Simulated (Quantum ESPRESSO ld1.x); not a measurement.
Values are calculated unless marked as measured or tabulated.
Spin polarisation of the 2s1 shell in Be+. Start: [He] 2s(up 0.5, down 0.5); electrons of 2s are moved from spin down to spin up, other shells keep equal spins. Level of theory: scalar-relativistic Kohn-Sham, LDA (Slater exchange, Perdew-Wang correlation), spin-polarised, spherical densities, point nucleus (ld1.x of Quantum ESPRESSO 7.5).

moment (Bohr magnetons)	E - E(0) (eV)	e(2s up) (eV)	e(2s down) (eV)	1s down minus up (eV)
0	0.000	-13.641	-13.641	0.000
0.25	-0.029	-13.852	-13.392	0.125
0.5	-0.116	-14.034	-13.094	0.249
0.75	-0.264	-14.182	-12.739	0.373
1	-0.483	-14.301	-11.948	0.497

At moment 1 the spin-polarisation energy is -0.483 eV and the 2s exchange splitting 2.354 eV, that is 2.354 eV per Bohr magneton; E = -I m^2/4 would give I = 1.932 eV.
